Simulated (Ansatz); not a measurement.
Calculated with Ansatz (gas phase, PBE0-D4/def2-TZVP geometries, no zero-point term in ΔE). CBS: MP2 limit from def2 TZ/QZ plus the TZ coupled-cluster correction, frozen cores. DFT in def2-TZVPP. One conformer a species, not always the lowest.

`[AlH2][O][SiH3]` + `C=C[SiH2][SiH2]F` → `C=C[SiH2][AlH2]` + `F[SiH2]O[SiH3]`  (redistribution)

`[AlH2][O][SiH3]`:

Cartesian coordinates in Å:
```
Al -1.296 1.023 0.877
O -0.136 0.109 0.074
Si 0.994 -0.785 -0.674
H -2.788 0.940 0.366
H -0.827 1.914 2.093
H 1.608 -0.003 -1.780
H 0.385 -2.019 -1.240
H 2.060 -1.178 0.285
```

`C=C[SiH2][SiH2]F`:

Z-matrix (Å, degrees):
```
Si
C 1 1.860
Si 1 2.347 2 110.7
H 1 1.490 2 109.3 3 -119.0
H 1 1.490 2 111.1 3 120.7
C 2 1.330 1 123.5 3 113.5
H 2 1.089 1 118.3 3 -64.9
F 3 1.610 1 109.2 2 57.6
H 3 1.488 1 112.3 2 176.7
H 3 1.487 1 111.5 2 -61.0
H 6 1.086 2 121.8 1 1.6
H 6 1.086 2 122.0 1 -178.6
```

`C=C[SiH2][AlH2]`:

Cartesian coordinates in Å:
```
C 1.415 1.067 1.313
C 0.583 0.053 1.086
Si -0.941 0.178 0.015
Al -0.758 -1.258 -1.976
H 1.233 2.058 0.907
H 2.310 0.954 1.918
H 0.826 -0.915 1.523
H -1.142 1.614 -0.338
H -2.137 -0.258 0.801
H -0.038 -2.672 -1.865
H -1.351 -0.821 -3.385
```

`F[SiH2]O[SiH3]`:

```xyz
9

F     0.841    0.169   -2.293
Si    0.493   -0.910   -1.173
O    -0.425   -0.228   -0.031
Si   -0.567    0.846    1.201
H    -0.277   -1.993   -1.815
H     1.778   -1.369   -0.599
H    -1.575    0.324    2.153
H    -1.009    2.158    0.667
H     0.741    1.003    1.889
```

| level | ΔE (kcal/mol) |
| --- | --- |
| LDA (SPW92) | 6.2 |
| r2SCAN-D4 | 6.9 |
| r2SCAN0 | 6.2 |
| HF/def2-QZVPP | 5.0 |

Problem. What does CCSD(T)/CBS give? (An estimate is asked.)

Solution. Ansatz gave: +6.1 kcal/mol. The listed levels differ from it by 0.1, 0.8, 0.1, -1.1 kcal/mol.

Largest T1 diagnostic among the species: 0.012.

At CCSD(T), def2-SVP lies +1.9 kcal/mol from the extrapolated value and def2-TZVPP −0.2 kcal/mol. From BLYP to BHLYP (50 % exact exchange), in def2-TZVPP and without D4, ΔE moves by −1.5 kcal/mol. Leaving LDA and LC-ωPBE aside and taking each functional with its dispersion term where it has one, the values, not all of them listed here, spread over 2.0 kcal/mol, from PBE-QIDH to BLYP-D4.
